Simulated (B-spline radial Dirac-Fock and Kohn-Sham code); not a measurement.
# Relativistic shifts of the levels of Mo⁷⁺

System: molybdenum as Mo⁷⁺, [Ar] 3d10 4s2 4p5.

Both columns are ΔSCF binding energies of the configuration average from a radial atomic solver: non-relativistic Hartree-Fock with a point nucleus, and Dirac-Fock with a finite nucleus and the Coulomb interaction alone, averaged over the two j levels with weights 2j+1.

| shell | Hartree-Fock (eV) | Dirac-Fock (eV) | shift (eV) | shift (%) |
| --- | --- | --- | --- | --- |
| 1s | 19686.9 | 20180.2 | +493.26 | +2.51 |
| 2s | 2887.9 | 3004.1 | +116.23 | +4.02 |
| 3s | 610.0 | 632.1 | +22.15 | +3.63 |
| 3d | 355.6 | 351.6 | -4.01 | -1.13 |
| 4s | 173.5 | 177.5 | +3.98 | +2.30 |
| 4p | 143.9 | 144.7 | +0.81 | +0.56 |

Relativity binds 1s, 2s, 3s, 4s, 4p more strongly, among those listed most of all 2s in relative terms, and 3d more weakly, because the contracted s and p shells screen the nucleus better.

Values without a named source are computed, but for edge energies of neutral atoms, which are taken from tables.
